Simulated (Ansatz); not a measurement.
Reactions of C₄H₆O, SMILES `C=C=CCO`.

Calculated with Ansatz (gas phase, PBE0-D4/def2-TZVP geometries, no zero-point term in ΔE). CCSD(T)/CBS adds triple-zeta CCSD(T) − MP2 to the extrapolated MP2 energy (def2 sets, frozen cores). This one scheme is used for every species. Triplets are unrestricted, without spin–orbit coupling. def2 core potentials past Kr. For Ge, Te outer-core shells are correlated without core-valence functions, which leaves a few kJ/mol of doubt a bond. Scalar relativity is left out up to krypton. One conformer a species, not always the lowest.

```
                                            reaction  CCSD(T)/CBS(def2) (eV)
                  `C=C=CCO` + HCl → `C=C=CCCl` + H₂O                   -0.28
                              `C=C=CCO` → `C1=COCC1`                       ?
                            `C=C=CCO` → `CC1(O)C=C1`                    0.57
            `C=C=CCO` → `[CH2]` (triplet) + `C=C=CO`                    4.55
`C=C=CCO` + `[GeH3][TeH]` → `OC[Te][GeH3]` + `C=C=C`                    0.07
```

**Question.** Fill in the missing values. (Estimate.)

**Answer.** Computed: `C=C=CCO` → `C1=COCC1`: -0.98 eV.

Largest T1 diagnostic: 0.013, for `C=C=CO`.
